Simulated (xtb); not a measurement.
acetylene (C2H2), singlet, geometry from GFN2-xTB; GFN1-xTB (xtb).

Here is a job for xtb.
```
$ xtb mol.xyz --gfn 1 --hess --json

# file mol.xyz
4

C     -0.00000000    -0.00000000    -0.59686216
C      0.00000000     0.00000000     0.59686216
H      0.00000000     0.00000000     1.64657465
H     -0.00000000    -0.00000000    -1.64657465
```

The log (banner, timings and long lists left out):

```
   ID    Z sym.   atoms
    1    6 C      1, 2
    2    1 H      3, 4

           -------------------------------------------------
          |                Calculation Setup                |
           -------------------------------------------------

           -------------------------------------------------
          |                 G F N 1 - x T B                 |
           -------------------------------------------------

          ...................................................
          :                      SETUP                      :
          :.................................................:
          :  # basis functions                  12          :
          :  # atomic orbitals                  12          :
          :  # shells                            8          :
          :  # electrons                        10          :
          :  # halogen bonds                     0          :
          :  max. iterations                   250          :
          :  Hamiltonian                  GFN1-xTB          :
          :  restarted?                      false          :
          :  GBSA solvation                  false          :
          :  PC potential                    false          :
          :  electronic temp.          300.0000000     K    :
          :  accuracy                    1.0000000          :
          :  -> integral cutoff          0.2500000E+02      :
          :  -> integral neglect         0.1000000E-07      :
          :  -> SCF convergence          0.1000000E-05 Eh   :
          :  -> wf. convergence          0.2000000E-04 e    :
          :  Broyden damping             0.4000000          :
          :  net charge                          0          :
          :  unpaired electrons                  0          :
          ...................................................

 iter      E             dE          RMSdq      gap      omega  full diag
   1     -5.3700803 -0.537008E+01  0.950E+00    7.38       0.0  T
   2     -5.3731464 -0.306615E-02  0.563E+00    7.38       1.0  T
   3     -5.3734683 -0.321865E-03  0.347E-01    7.38       1.0  T
   4     -5.3736189 -0.150566E-03  0.773E-03    7.38       6.5  T
   5     -5.3736190 -0.844952E-07  0.275E-05    7.38    1820.3  T
   6     -5.3736190  0.364153E-13  0.108E-05    7.38    4645.6  T

   *** convergence criteria satisfied after 6 iterations ***

         :::::::::::::::::::::::::::::::::::::::::::::::::::::
         ::                     SUMMARY                     ::
         :::::::::::::::::::::::::::::::::::::::::::::::::::::
         :: total energy              -5.215922981828 Eh    ::
         :: gradient norm              0.008735495743 Eh/a0 ::
         :: HOMO-LUMO gap              7.381238455733 eV    ::
         ::.................................................::
         :: SCC energy                -5.373618957471 Eh    ::
         :: -> electrostatic           0.000539523084 Eh    ::
         :: repulsion energy           0.158201290159 Eh    ::
         :: dispersion energy         -0.000505314516 Eh    ::
         :: halogen bond corr.         0.000000000000 Eh    ::
         :: add. restraining           0.000000000000 Eh    ::
         :: total charge              -0.000000000000 e     ::
         :::::::::::::::::::::::::::::::::::::::::::::::::::::

           -------------------------------------------------
          |                Numerical Hessian                |
           -------------------------------------------------
step length          :   0.00500
SCC accuracy         :   0.30000
Hessian scale factor :   1.00000
frozen atoms in %    :   0.00000    0
RMS gradient         :   0.00874 !! INCOMPLETELY OPTIMIZED GEOMETRY !!
estimated CPU  time      0.00 min

writing file <hessian>.

 vibrational frequencies (cm⁻¹)
eigval :        0.00     0.00     0.00     0.00     0.00   481.11
eigval :      481.11   789.84   789.84  2181.18  3419.23  3501.88
           -------------------------------------------------
          |                Property Printout                |
           -------------------------------------------------

    * Orbital Energies and Occupations

         #    Occupation            Energy/Eh            Energy/eV
      -------------------------------------------------------------
         1        2.0000           -0.6351779             -17.2841
         2        2.0000           -0.5890099             -16.0278
         3        2.0000           -0.5384534             -14.6521
         4        2.0000           -0.4666180             -12.6973
         5        2.0000           -0.4666180             -12.6973 (HOMO)
         6                         -0.1953625              -5.3161 (LUMO)
         7                         -0.1953625              -5.3161
         8                         -0.1018779              -2.7722
         9                         -0.0921257              -2.5069
        10                          0.1539768               4.1899
        11                          0.4346747              11.8281
        12                          1.5233141              41.4515
      -------------------------------------------------------------
                  HL-Gap            0.2712555 Eh            7.3812 eV
             Fermi-level           -0.3309902 Eh           -9.0067 eV
Molecule has the following symmetry elements: (i) (Cinf) (C2) 2*(sigma)
It seems to be the Dinfh point group

  Mulliken/CM5 charges         n(s)   n(p)   n(d)
     1C    -0.06090 -0.11644   1.095  2.966  0.000
     2C    -0.06090 -0.11644   1.095  2.966  0.000
     3H     0.06090  0.11644   0.939  0.000  0.000
     4H     0.06090  0.11644   0.939  0.000  0.000

Wiberg/Mayer (AO) data.
largest (>0.10) Wiberg bond orders for each atom

 ---------------------------------------------------------------------------
     #   Z sym  total        # sym  WBO       # sym  WBO       # sym  WBO
 ---------------------------------------------------------------------------
     1   6 C    3.988 --     2 C    3.005     4 H    0.982
     2   6 C    3.988 --     1 C    3.005     3 H    0.982
     3   1 H    0.994 --     2 C    0.982
     4   1 H    0.994 --     1 C    0.982
 ---------------------------------------------------------------------------

Topologies differ in total number of bonds
Writing topology from bond orders to xtbtopo.mol

 dipole moment from electron density (au)
     X       Y       Z
  -0.0000   0.0000  -0.0000  total (Debye):    0.000

           -------------------------------------------------
          |               Frequency Printout                |
           -------------------------------------------------
 vibrational frequencies (cm⁻¹)
eigval :        0.00     0.00     0.00     0.00     0.00   481.11
eigval :      481.11   789.84   789.84  2181.18  3419.23  3501.88
 reduced masses (amu)
   1:  6.64   2:  6.64   3: 11.16   4: 11.16   5: 11.16   6:  6.38   7:  6.38   8:  1.86
   9:  1.86  10:  9.90  11:  1.86  12:  3.11
 IR intensities (km·mol⁻¹)
   1:  0.00   2:  0.00   3:  0.00   4:  0.00   5:  0.00   6:  0.00   7:  0.00   8: 32.89
   9: 32.89  10:  0.00  11:  8.36  12:  0.00
 Raman intensities (Ä⁴*amu⁻¹)
   1:  0.00   2:  0.00   3:  0.00   4:  0.00   5:  0.00   6:  0.00   7:  0.00   8:  0.00
   9:  0.00  10:  0.00  11:  0.00  12:  0.00
 output can be read by thermo (or use thermo option).
 writing <g98.out> molden fake output.
 recommended (thermochemical) frequency scaling factor: 1.0
           -------------------------------------------------
          |             Thermodynamic Functions             |
           -------------------------------------------------

din symmetry found (for desy threshold:  0.10E+00) used in thermo

          ...................................................
          :                      SETUP                      :
          :.................................................:
          :  # frequencies                           7      :
          :  # imaginary freq.                       0      :
          :  linear?                              true      :
          :  only rotor calc.                    false      :
          :  symmetry                              din      :
          :  rotational number                       2      :
          :  scaling factor                  1.0000000      :
          :  rotor cutoff                   50.0000000 cm⁻¹ :
          :  imag. cutoff                  -20.0000000 cm⁻¹ :
          :.................................................:

    mode    ω/cm⁻¹     T·S(HO)/kcal·mol⁻¹    T·S(FR)/kcal·mol⁻¹   T·S(vib)
   ------------------------------------------------------------------------
   ------------------------------------------------------------------------

   temp. (K)  partition function   enthalpy   heat capacity  entropy
                                   cal/mol     cal/K/mol   cal/K/mol   J/K/mol
 298.15  VIB   1.29                  401.593      3.925      1.846
         ROT   86.2                  592.502      1.987     10.844
         INT   111.                  994.094      5.912     12.690
         TR   0.129E+27             1481.254      4.968     35.691
         TOT                        2475.3480    10.8806    48.3808   202.4252

       T/K    H(0)-H(T)+PV         H(T)/Eh          T*S/Eh         G(T)/Eh
   ------------------------------------------------------------------------
    298.15    0.394472E-02    0.304721E-01    0.229873E-01    0.748485E-02
   ------------------------------------------------------------------------

         :::::::::::::::::::::::::::::::::::::::::::::::::::::
         ::                  THERMODYNAMIC                  ::
         :::::::::::::::::::::::::::::::::::::::::::::::::::::
         :: total free energy          -5.208438133629 Eh   ::
         ::.................................................::
         :: total energy               -5.215922981828 Eh   ::
         :: zero point energy           0.026527402666 Eh   ::
         :: G(RRHO) w/o ZPVE           -0.019042554467 Eh   ::
         :: G(RRHO) contrib.            0.007484848199 Eh   ::
         :::::::::::::::::::::::::::::::::::::::::::::::::::::

           -------------------------------------------------
          | TOTAL ENERGY               -5.215922981828 Eh   |
          | TOTAL ENTHALPY             -5.185450861044 Eh   |
          | TOTAL FREE ENERGY          -5.208438133629 Eh   |
          | GRADIENT NORM               0.008735494103 Eh/α |
          | HOMO-LUMO GAP               7.381238455618 eV   |
           -------------------------------------------------
########################################################################
[WARNING] Runtime exception occurred
-1- hessian_numhess: Hessian on incompletely optimized geometry!
########################################################################

normal termination of xtb
```
